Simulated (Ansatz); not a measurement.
Input file for Ansatz (a program for electronic structure): R-RI-MP2/def2-QZVPP on AgH6NSi2 (SMILES [SiH3][N]([SiH3])[Ag]). Elements past Kr take the def2 small-core potentials; no spin–orbit coupling. The basis file is the Basis Set Exchange's JSON of that set.

Ansatz 0.2 input:
```yaml
crystal:
  periodic: [false, false, false]
  atoms:
    - {symbol: Ag, position_ang: [0.00702386, -1.03563365, 2.39549467]}
    - {symbol: N, position_ang: [-0.00047288, -0.12257867, 0.53588482]}
    - {symbol: Si, position_ang: [1.55409725, 0.11575062, -0.18353584]}
    - {symbol: Si, position_ang: [-1.55535092, 0.05727266, -0.19967127]}
    - {symbol: H, position_ang: [1.41668347, 0.96034397, -1.41297180]}
    - {symbol: H, position_ang: [2.24093462, -1.15580993, -0.58817839]}
    - {symbol: H, position_ang: [2.49411587, 0.80367223, 0.75892438]}
    - {symbol: H, position_ang: [-2.18923362, -1.23898393, -0.61238342]}
    - {symbol: H, position_ang: [-2.53052530, 0.70815512, 0.73333767]}
    - {symbol: H, position_ang: [-1.43727234, 0.90781158, -1.42700081]}
basis:
  gaussian:
    orbitals: def2-QZVPP.json
    fitting: {mean_field: def2-universal-JKFIT, correlation: def2-QZVPP-RIFIT.json}
magnetization: {spin_polarized: false}
correlation: {method: mp2, electrons: outside_noble_gas}
scf: {lower_state_search: off}
```

It printed:

```
WARN ansatz: RAYON_NUM_THREADS=8 ignored (pool sized by the plan → 8); use --threads N
Functional definition: HF
these checks for a lower state are left out or cut short: stability, starts, cluster_reference, orbital_swaps, neighbouring_geometries, increment
integrals: 0.97 GiB planned
696 factors; integrals over basis functions are off by at most 5.9e0 eV
mean field: 1.51 GiB planned
mean field evaluation 1: about -21275.0149 eV, gradient 4.8e1 eV
mean field evaluation 2: about -21277.0470 eV, gradient 3.9e1 eV
mean field evaluation 4: about -21279.7746 eV, gradient 2.1e0 eV
mean field evaluation 8: about -21279.7875 eV, gradient 2.6e-6 eV
mean field -21279.78753289 eV, -782.0177678756 hartree, gradient 2.6e-6 eV, S^2 0.000000; 0 other end points of the search recorded, 0 dependent functions left out
15 core orbitals not correlated
1063 factors; their error is unknown
reference -21279.78753289 eV, -782.0177678756 hartree; 15, 15 occupied and 435, 435 virtual orbitals, 1063 factors
second order -25.59760476 eV of doubles, -0.00000000 eV of singles
Total energy: -21305.38513765 eV, -782.9584625001 hartree
Checks for a lower state left out: stability, starts, cluster_reference, orbital_swaps, neighbouring_geometries, increment
```

Self-consistency was reached.

Cost: very roughly 16 core-seconds.
